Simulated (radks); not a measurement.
Spherical jellium clusters: N electrons in a uniform positive sphere of charge N and radius rs N^(1/3), rs = 3.98 bohr. Level of theory: non-relativistic Kohn-Sham, exchange-only LDA, spin-polarised, spherical densities (a radial shooting solver with Libxc functionals). Levels are named by radial order and angular momentum (1s, 1p, 1d, 2s, ...), and open shells are averaged over m. Each electron was tried in the lowest free levels, single moves between levels near the top were tried too, and the lowest total energy was kept; such a search can miss a lower state. Energies include the self-energy of the background; IP and EA are vertical (highest electron removed, lowest free level filled), at fixed background; spill-out counts the electrons outside the background radius R, and alpha is the static dipole polarisability from linear response (closed shells only). A dash means not computed or, for alpha, an open shell; in EA it means that no bound solution was reached, which is typical of self-interaction and does not show that the anion is unstable. Real open-shell clusters deform, which this model forbids.

| N | open shells | 2S | E/N (eV) | E(N+1) + E(N-1) - 2E(N) (eV) | IP (eV) | -e(HOMO) (eV) | spill-out (e) |
|---|---|---|---|---|---|---|---|
| 1 | 1s(up 1, down 0) | 1 | -0.841 | - | - | 2.617 | 0.41 |
| 2 | none | 0 | -0.926 | 0.633 | 4.200 | 2.480 | 0.61 |
| 3 | 1p(up 1, down 0) | 1 | -0.743 | -0.677 | 3.222 | 1.638 | 0.93 |
| 4 | 1p(up 2, down 0) | 2 | -0.821 | -0.486 | 3.821 | 2.175 | 1.11 |
| 5 | 1p(up 3, down 0) | 3 | -0.965 | 0.875 | 4.151 | 2.523 | 1.24 |
| 6 | 1p(up 3, down 1) | 2 | -0.915 | -0.546 | 3.137 | 1.792 | 1.40 |
| 7 | 1p(up 3, down 2) | 1 | -0.957 | -0.370 | 3.617 | 2.213 | 1.53 |
| 8 | none | 0 | -1.035 | 1.086 | 3.909 | 2.505 | 1.64 |
| 9 | 1d(up 1, down 0) | 1 | -0.975 | -0.308 | 2.751 | 1.487 | 1.83 |
| 10 | 1d(up 2, down 0) | 2 | -0.958 | -0.260 | 3.049 | 1.782 | 1.99 |
| 11 | 1d(up 3, down 0) | 3 | -0.967 | -0.222 | 3.278 | 2.017 | 2.11 |
| 12 | 1d(up 4, down 0) | 4 | -0.994 | -0.190 | 3.459 | 2.209 | 2.22 |
| 13 | 1d(up 5, down 0) | 5 | -1.031 | 0.455 | 3.607 | 2.371 | 2.32 |
| 14 | 1d(up 5, down 0) 2s(up 1, down 0) | 6 | -1.030 | 0.248 | 3.110 | 2.015 | 2.56 |
| 15 | 1d(up 5, down 1) 2s(up 1, down 0) | 5 | -1.013 | -0.251 | 2.890 | 1.773 | 2.65 |
| 16 | 1d(up 5, down 2) 2s(up 1, down 0) | 4 | -1.013 | -0.246 | 3.108 | 1.986 | 2.74 |
| 17 | 1d(up 5, down 4) | 1 | -1.028 | -0.223 | 3.352 | 2.223 | 2.73 |
| 18 | none | 0 | -1.054 | 0.067 | 3.483 | 2.362 | 2.81 |
| 19 | 2s(up 1, down 0) | 1 | -1.074 | 0.355 | 3.390 | 2.316 | 2.97 |
| 20 | none | 0 | -1.073 | 0.371 | 3.031 | 2.043 | 3.19 |
| 21 | 1f(up 1, down 0) | 1 | -1.055 | -0.153 | 2.686 | 1.644 | 3.29 |
| 22 | 1f(up 2, down 0) | 2 | -1.046 | -0.139 | 2.823 | 1.786 | 3.39 |
| 23 | 1f(up 3, down 0) | 3 | -1.044 | -0.126 | 2.944 | 1.913 | 3.47 |
| 24 | 1f(up 4, down 0) | 4 | -1.047 | -0.116 | 3.051 | 2.026 | 3.56 |
| 25 | 1f(up 5, down 0) | 5 | -1.054 | -0.107 | 3.147 | 2.129 | 3.63 |
| 26 | 1f(up 6, down 0) | 6 | -1.065 | -0.098 | 3.233 | 2.223 | 3.71 |
| 27 | 1f(up 7, down 0) | 7 | -1.079 | 0.636 | 3.312 | 2.308 | 3.77 |
| 28 | 1f(up 7, down 0) 2p(up 1, down 0) | 8 | -1.069 | -0.098 | 2.656 | 1.733 | 4.00 |
| 29 | 1f(up 7, down 0) 2p(up 2, down 0) | 9 | -1.063 | -0.080 | 2.790 | 1.863 | 4.22 |
| 30 | 1f(up 7, down 0) 2p(up 3, down 0) | 10 | -1.061 | - | 2.896 | 1.970 | 4.42 |

All shells are closed at N = 2, 8, 18, 20 (there: 1s2 1p6 1d10 2s2); the second difference of the energy has clear peaks (12 % above both neighbours; the first and last values, which can be the largest, are not judged, and half-filled shells can peak too) at N = 5, 8, 13, 27.
